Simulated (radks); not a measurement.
Isoelectronic series with 1 electrons, each ion in its NIST ground configuration. All-electron calculation, scalar-relativistic Kohn-Sham, SCAN, spin-polarised, spherical densities, finite nucleus; open shells are filled with parallel spins first (spin-orbit coupling, left out, can overturn this in heavy ions); meta-GGA in the generalised Kohn-Sham scheme; Fermi nuclear charge, rms radius of each element as measured or else 0.836 A^(1/3) + 0.57 fm. Program: a radial shooting solver on a logarithmic mesh with Libxc functionals. Total energies (hartree) and orbital eigenvalues (eV):

ion    configuration  E (hartree)      1s up
Sc20+            1s1   -221.81654  -5916.786
Fe25+            1s1   -341.10976  -9133.858
Kr35+            1s1   -659.61058  -17741.12
Nb40+            1s1   -860.23688  -23169.69
Pd45+            1s1  -1089.65077  -29380.82
Sb50+            1s1  -1348.98500  -36405.17
